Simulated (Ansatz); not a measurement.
Geometry optimisation, RKS PBE-D4/def2-SVP in Ansatz.

input.yaml

```yaml
crystal:
  periodic: [false, false, false]
  atoms:
    - { symbol: Ga, position_ang: [-0.940831, -0.854133, 0.696602] }
    - { symbol: H, position_ang: [1.61395, 0.081749, 1.229306] }
    - { symbol: O, position_ang: [1.797786, 0.242501, 0.268647] }
    - { symbol: H, position_ang: [2.117675, -0.635793, -0.017507] }
    - { symbol: "N", position_ang: [-1.60422, -0.101222, -0.890825] }
    - { symbol: H, position_ang: [-2.568753, -0.167189, -1.235359] }
    - { symbol: H, position_ang: [-1.053407, 0.482189, -1.532364] }
basis:
  gaussian: { orbitals: def2-SVP }
hamiltonian:
  xc: pbe
  dispersion: d4
relax:
  f_tol: 0.03
  max_steps: 50
```

Run as:

```bash
$ ansatz run input.yaml --threads 1 --pin off --max-ram 2048MiB --backend cpu --events-out ev --progress --plain --runs-dir out
```

Problem. Where does it end, and by what steps?

Solution. The run converged. The force dipped under the threshold on the way, but the program's further checks kept it going. After 31 steps the energy has fallen by 0.255 eV; H4 moved furthest, 1.59 Å.

```json
{"step": "0", "energy less start (eV)": "0.0000", "largest force component (eV/Å)": "0.564", "accepted": "yes"}
{"step": "2", "energy less start (eV)": "-0.0752", "largest force component (eV/Å)": "1.330", "accepted": "yes"}
{"step": "4", "energy less start (eV)": "-0.1100", "largest force component (eV/Å)": "0.401", "accepted": "yes"}
{"step": "6", "energy less start (eV)": "-0.1148", "largest force component (eV/Å)": "0.038", "accepted": "yes"}
{"step": "8", "energy less start (eV)": "-0.1103", "largest force component (eV/Å)": "0.489", "accepted": "no"}
{"step": "10", "energy less start (eV)": "-0.1165", "largest force component (eV/Å)": "0.253", "accepted": "no"}
{"step": "12", "energy less start (eV)": "-0.1186", "largest force component (eV/Å)": "0.033", "accepted": "yes"}
{"step": "14", "energy less start (eV)": "-0.1218", "largest force component (eV/Å)": "0.222", "accepted": "yes"}
{"step": "16", "energy less start (eV)": "-0.1305", "largest force component (eV/Å)": "0.370", "accepted": "yes"}
{"step": "18", "energy less start (eV)": "-0.1671", "largest force component (eV/Å)": "0.699", "accepted": "yes"}
{"step": "20", "energy less start (eV)": "-0.2144", "largest force component (eV/Å)": "0.649", "accepted": "yes"}
{"step": "22", "energy less start (eV)": "-0.2451", "largest force component (eV/Å)": "0.191", "accepted": "yes"}
{"step": "24", "energy less start (eV)": "-0.2519", "largest force component (eV/Å)": "0.059", "accepted": "yes"}
{"step": "26", "energy less start (eV)": "-0.2535", "largest force component (eV/Å)": "0.172", "accepted": "yes"}
{"step": "28", "energy less start (eV)": "-0.2548", "largest force component (eV/Å)": "0.031", "accepted": "yes"}
{"step": "30", "energy less start (eV)": "-0.2554", "largest force component (eV/Å)": "0.045", "accepted": "yes"}
{"step": "31", "energy less start (eV)": "-0.2555", "largest force component (eV/Å)": "0.018", "accepted": "yes"}
```

```xyz
7
Properties=species:S:1:pos:R:3
Ga -0.973 -0.170 1.186
H 1.801 -0.678 0.653
O 1.227 0.103 0.532
H 0.677 -0.043 -0.346
N -0.865 -0.090 -0.846
H -1.325 -0.855 -1.361
H -1.180 0.781 -1.300
```

Whether the end is a true minimum wasn't checked by a vibrational analysis.

Run time: 66 s on 1 thread of Arm Neoverse V1, with other jobs on the host, peak memory 0.12 GiB.
